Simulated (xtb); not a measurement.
MnO (SMILES [O]=[Mn]), sextet, from a rough starting geometry (GFN-xTB shapes and energies of metal compounds can be far from the true ones); GFN2-xTB run with xtb.

Here is a job for xtb.
```
$ xtb mol.xyz --gfn 2 --uhf 5 --opt vtight --json

# file mol.xyz
2

Mn     0.06529538    -0.04182976    -0.79920423
O     -0.01570932     0.08150124     0.79568085
```

It wrote (shortened):

```
   ID    Z sym.   atoms
    1   25 Mn     1
    2    8 O      2

           -------------------------------------------------
          |                Calculation Setup                |
           -------------------------------------------------

           -------------------------------------------------
          |                 G F N 2 - x T B                 |
           -------------------------------------------------

          ...................................................
          :                      SETUP                      :
          :.................................................:
          :  # basis functions                  14          :
          :  # atomic orbitals                  13          :
          :  # shells                            5          :
          :  # electrons                        13          :
          :  max. iterations                   250          :
          :  Hamiltonian                  GFN2-xTB          :
          :  restarted?                      false          :
          :  GBSA solvation                  false          :
          :  PC potential                    false          :
          :  electronic temp.          300.0000000     K    :
          :  accuracy                    1.0000000          :
          :  -> integral cutoff          0.2500000E+02      :
          :  -> integral neglect         0.1000000E-07      :
          :  -> SCF convergence          0.1000000E-05 Eh   :
          :  -> wf. convergence          0.1000000E-03 e    :
          :  Broyden damping             0.4000000          :
          :  net charge                          0          :
          :  unpaired electrons                  5          :
          ...................................................

 iter      E             dE          RMSdq      gap      omega  full diag
   1     -6.3237121 -0.632371E+01  0.283E+01    3.31       0.0  T
   2     -6.5069462 -0.183234E+00  0.140E+01    4.72       1.0  T
   3     -6.6623375 -0.155391E+00  0.660E+00    4.47       1.0  T
   4     -6.6523453  0.999218E-02  0.962E+00    4.37       1.0  T
   5     -6.6619972 -0.965193E-02  0.553E+00    5.04       1.0  T
   6     -6.6731725 -0.111753E-01  0.495E+00    4.93       1.0  T
   7     -6.6824357 -0.926322E-02  0.215E+00    5.19       1.0  T
   8     -6.6872959 -0.486022E-02  0.893E-01    5.17       1.0  T
   9     -6.6876818 -0.385884E-03  0.719E-01    5.20       1.0  T
[...]
         :: total energy              -6.676529967279 Eh    ::
 * total energy  :    -6.6765300 Eh     change       -0.5138290E-10 Eh
 * total energy  :    -6.6765371 Eh     change       -0.7126142E-05 Eh
 * total energy  :    -6.6765413 Eh     change       -0.4174415E-05 Eh
 * total energy  :    -6.6765413 Eh     change       -0.4196021E-09 Eh
   *** GEOMETRY OPTIMIZATION CONVERGED AFTER 4 ITERATIONS ***
         :: total energy              -6.676541268360 Eh    ::
[...]
         7        1.0000           -0.3363524              -9.1526
         8        1.0000           -0.3337364              -9.0814
         9        1.0000           -0.3337364              -9.0814 (HOMO)
        10                         -0.1419191              -3.8618 (LUMO)
        11                         -0.0663565              -1.8057
        12                         -0.0663565              -1.8057
        13                          0.5141276              13.9901
      -------------------------------------------------------------
                  HL-Gap            0.1918173 Eh            5.2196 eV
             Fermi-level           -0.3220611 Eh           -8.7637 eV

     #   Z          covCN         q      C6AA      α(0)
     1  25 Mn       0.728     0.422   328.297    50.571
     2   8 O        0.728    -0.422    22.186     6.312

 Mol. C6AA /au·bohr⁶  :        487.131325
 Mol. C8AA /au·bohr⁸  :      39807.636958
 Mol. α(0) /au        :         56.882275

Wiberg/Mayer (AO) data.
largest (>0.10) Wiberg bond orders for each atom

 ---------------------------------------------------------------------------
     #   Z sym  total        # sym  WBO       # sym  WBO       # sym  WBO
 ---------------------------------------------------------------------------
     1  25 Mn   2.388 --     2 O    2.388
     2   8 O    2.388 --     1 Mn   2.388
 ---------------------------------------------------------------------------

Topologies differ in total number of bonds
Writing topology from bond orders to xtbtopo.mol

molecular dipole:
                 x           y           z       tot (Debye)
 q only:        0.065      -0.099      -1.276
   full:        0.138      -0.211      -2.723       6.951
molecular quadrupole (traceless):
                xx          xy          yy          xz          yz          zz
 q only:        0.006      -0.003      -0.015      -0.090      -0.071       0.009
  q+dip:       -2.226      -0.033      -2.247      -0.533       0.367       4.473
   full:       -1.686      -0.027      -1.712      -0.451       0.241       3.398

optimized geometry written to: xtbopt.xyz

           -------------------------------------------------
          | TOTAL ENERGY               -6.676541268360 Eh   |
          | GRADIENT NORM               0.000013911713 Eh/α |
          | HOMO-LUMO GAP               5.219613880976 eV   |
           -------------------------------------------------
```
